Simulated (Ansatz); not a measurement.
GaGeH$_{5}$O (`[GaH2][O][GeH3]`), relaxed with RKS PBE0-D4/def2-TZVP in Ansatz 0.2.0 from a GFN2-xTB geometry. The force threshold is 0.005 eV/Å; the program also tests the step.

Charge 0, multiplicity 1.

Start:

```xyz
8

Ga    1.277   -0.642   -1.313
O     0.148   -0.070   -0.138
Ge   -1.013    0.510    1.043
H     2.707   -0.965   -0.821
H     0.772   -0.785   -2.770
H    -2.080    1.238    0.279
H    -0.262    1.418    1.975
H    -1.550   -0.703    1.746
```

```tsv
step	energy (eV)	largest force (eV/Å)	largest move (Å)
1	-111009.8559	0.545	0.000
2	-111009.9181	0.395	0.041
3	-111009.9253	0.087	0.013
4	-111009.9256	0.025	0.004
5	-111009.9282	0.142	0.088
6	-111009.9520	0.105	0.200
7	-111009.9911	0.130	0.200
8	-111010.0120	0.274	0.198
9	-111010.0286	0.032	0.116
10	-111010.0302	0.012	0.049
11	-111010.0305	0.051	0.059
12 (rejected)	-111010.0299	0.085	0.023
13	-111010.0308	0.012	0.011
14	-111010.0311	0.005	0.029
15	-111010.0315	0.024	0.087
16	-111010.0315	0.023	0.012
17	-111010.0316	0.015	0.022
18	-111010.0317	0.007	0.027
19 (rejected)	-111010.0316	0.027	0.024
20	-111010.0317	0.005	0.011
```

End:

```xyz
8

Ga    1.265   -0.578   -1.197
O     0.618   -0.281    0.436
Ge   -0.915    0.418    0.977
H     2.682   -1.223   -1.216
H     0.355   -0.165   -2.401
H    -1.773    0.804   -0.246
H    -0.593    1.664    1.819
H    -1.639   -0.638    1.829
```

It took 37 s on 4 threads of an Arm Neoverse V2 on a shared host, with 0.43 GiB of host memory at the peak.
